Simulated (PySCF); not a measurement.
## Excitation energy of Nd by level of theory

Nd [Xe] 4f4 6s2 (high-spin determinant) → Nd [Xe] 4f5 6s1 (high-spin determinant), as a difference of total energies. All numbers are calculated (PySCF 2.14, scalar relativity by spin-free X2C-1e, in ANO-RCC-VTZP (8s7p5d3f2g1h, 104 functions)). Correlated levels: valence: [Kr] 4d10 frozen; valence and next inner shell: [Ar] 3d10 frozen. The calculations carry no spin-orbit coupling.

```
                            method  excitation energy (cm⁻¹)
                               UHF                     55427
                               PBE                     28710
                     MP2 (valence)                     39694
                 SCS-MP2 (valence)                     48969
MP2 (valence and next inner shell)                     36088
```

Q: Estimate what SCS-MP2 (valence and next inner shell) gives.

A: 45759 cm⁻¹, closest to SCS-MP2 (valence) among the rows shown.

Q: Estimate what LDA gives.

A: 27404 cm⁻¹, closest to PBE among the rows shown.

A first-order spin-orbit estimate (lowest level to lowest level, LS coupling) adds 0.099 eV.

In the upper state the promoted electron has a positive orbital energy at LDA, PBE, so the basis confines it.

The determinant of the upper state and of the lower state mixes LS terms, which raises its energy above the lowest term, most at the Hartree-Fock and MP2 levels.
